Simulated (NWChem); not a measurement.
**ITl in NWChem**

```xyz
2

Tl     0.0000     0.0000    -1.1460
I      0.0000     0.0000     1.7514
```
Charge 0, spin multiplicity 1.

Program: NWChem. All single points use one geometry, from B3LYP/def2-SVP with def2 effective core potentials on I, Tl, a minimum by its harmonic frequencies.

Symmetry labels belong to the abelian group C2v used in the runs, with the axes of the coordinates shown; states degenerate in a higher group split over its labels.

Effective core potentials replace the inner electrons of I, Tl; spin-orbit coupling is left out. The structure started from a generated list of species.

Question: List the lowest 6 singlet excitations that TD-PBE/def2-SVPD with def2 effective core potentials on I, Tl gives, with oscillator strengths.

Answer: 
| state | symmetry | energy (eV) | wavelength (nm) | f |
|---|---|---|---|---|
| 1 | a2 | 3.20 | 387 | 0.000 |
| 2 | a2 | 3.27 | 380 | 0.000 |
| 3 | a1 | 3.27 | 380 | 0.000 |
| 4 | b2 | 3.57 | 347 | 0.011 |
| 5 | b1 | 3.57 | 347 | 0.011 |
| 6 | a1 | 3.73 | 332 | 0.040 |
